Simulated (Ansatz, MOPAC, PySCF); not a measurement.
Gas-phase reaction in SMILES: N[Si](N)(N)Cl → N[Si](Cl)(N)[NH] + H atom (the H-N bond breaks)

Wanted: bond dissociation energy (enthalpy at 298 K), in kcal/mol. Set-up: LANL2DZ with its own core potentials from Na on; non-relativistic; no dispersion term unless named; frozen cores in correlated levels; UHF or UKS for open shells; 6-311+G** with 5d, 6d on Na to Ar in Ansatz (an electronic-structure program); no spin-orbit coupling; 6-31G* and kin with 6d, 5d where marked; PM7 with its own dispersion and hydrogen-bond terms. CBS marks a two-point X^-3 extrapolation of the correlation energy; Hartree-Fock from the larger set. Ab initio and DFT rows: single points at B3LYP-D3(BJ) geometries (Ansatz), with unscaled harmonic terms from B3LYP/6-31G* (Ansatz) at its own minima. Semi-empirical rows: MOPAC heats of formation at their own minima for 298 K.

Coupled cluster (Ansatz) is a level with limits of its own, used here on species with T1 under 0.025 (0.045 for open shells) and stable references: CCSD(T)/CBS(cc-pV(T+d)Z,cc-pV(Q+d)Z).

Value to compare with, CCSD(T)/CBS(cc-pV(T+d)Z,cc-pV(Q+d)Z) (Ansatz): 112.3 kcal/mol.

```json
[
 {"level": "AM1", "program": "MOPAC", "bond dissociation energy (enthalpy at 298 K) (kcal/mol)": "110.4", "difference": "-1.9"},
 {"level": "PM3", "program": "MOPAC", "bond dissociation energy (enthalpy at 298 K) (kcal/mol)": "89.7", "difference": "-22.6"},
 {"level": "PM7", "program": "MOPAC", "bond dissociation energy (enthalpy at 298 K) (kcal/mol)": "94.1", "difference": "-18.2"},
 {"level": "HF/LANL2DZ", "program": "Ansatz", "bond dissociation energy (enthalpy at 298 K) (kcal/mol)": "88.9", "difference": "-23.4"},
 {"level": "PBE/STO-3G", "program": "Ansatz", "bond dissociation energy (enthalpy at 298 K) (kcal/mol)": "120.1", "difference": "7.8"},
 {"level": "PBE/def2-SVP", "program": "Ansatz", "bond dissociation energy (enthalpy at 298 K) (kcal/mol)": "106.5", "difference": "-5.8"},
 {"level": "B3LYP/STO-3G", "program": "Ansatz", "bond dissociation energy (enthalpy at 298 K) (kcal/mol)": "121.1", "difference": "8.8"},
 {"level": "B3LYP/3-21G", "program": "Ansatz", "bond dissociation energy (enthalpy at 298 K) (kcal/mol)": "112.7", "difference": "0.4"},
 {"level": "B3LYP/6-31G*", "program": "Ansatz", "bond dissociation energy (enthalpy at 298 K) (kcal/mol)": "106.0", "difference": "-6.3"},
 {"level": "B3LYP/6-311+G**", "program": "Ansatz", "bond dissociation energy (enthalpy at 298 K) (kcal/mol)": "108.7", "difference": "-3.6"},
 {"level": "PBE0/6-31G*", "program": "Ansatz", "bond dissociation energy (enthalpy at 298 K) (kcal/mol)": "106.0", "difference": "-6.3"},
 {"level": "M06-2X/6-311+G**", "program": "PySCF", "bond dissociation energy (enthalpy at 298 K) (kcal/mol)": "112.0", "difference": "-0.3"},
 {"level": "MP2/6-31G*", "program": "Ansatz", "bond dissociation energy (enthalpy at 298 K) (kcal/mol)": "102.3", "difference": "-10.0"},
 {"level": "MP2/6-311+G**", "program": "Ansatz", "bond dissociation energy (enthalpy at 298 K) (kcal/mol)": "110.2", "difference": "-2.1"},
 {"level": "r2SCAN-D4/def2-TZVPD", "program": "Ansatz + dftd4", "bond dissociation energy (enthalpy at 298 K) (kcal/mol)": "105.9", "difference": "-6.4"},
 {"level": "wB97X-V/def2-TZVPD", "program": "Ansatz", "bond dissociation energy (enthalpy at 298 K) (kcal/mol)": "109.7", "difference": "-2.6"},
 {"level": "B2PLYP-D3(BJ)/def2-TZVPD", "program": "Ansatz + dftd3", "bond dissociation energy (enthalpy at 298 K) (kcal/mol)": "109.0", "difference": "-3.3"}
]
```

Among the 14 habitual levels, HF/LANL2DZ lies farthest from CCSD(T)/CBS(cc-pV(T+d)Z,cc-pV(Q+d)Z) (Ansatz) (-23.4 kcal/mol); 3 of 14 lie above it, and their mean absolute difference is 8.4 kcal/mol, the median 6.3. One case shows no general order.

The levels are drawn from those run, B3LYP/6-31G* more often than the rest, none by its result; left out are runs that failed, that the program found above a lower state of the same kind, or whose <S^2> lies over 0.5 above the pure value.
